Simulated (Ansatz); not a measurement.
CHBrGaN. The species carries charge 0 and has multiplicity 1. Correlated methods include outer-core shells of Br, Ga, which these sets cover unevenly. Scalar relativity is left out up to krypton. The bonds changed during the relaxation, so this is another structure than the one it started from.

Cartesian coordinates in Å:
```
Br 0.0568 -1.6319 1.6589
Ga -0.1316 0.7470 2.0940
C 0.0270 0.2743 -1.2668
N -0.0659 1.2996 -0.7627
H 0.1137 -0.6890 -1.7233
```

**Question.** Give the diagnostics of a CCSD(T)/def2-TZVPP run (frozen core, Ansatz 0.2.0). (An estimate is asked.)

**Answer.** Ansatz gave: T1 = 0.0121, largest single amplitude 0.022, largest double 0.075, (T) share of the correlation energy 4.3 %, 9 CCSD cycles. The RHF solution is stable towards an unrestricted one. T1 lies under the customary mark of 0.02 for closed shells.
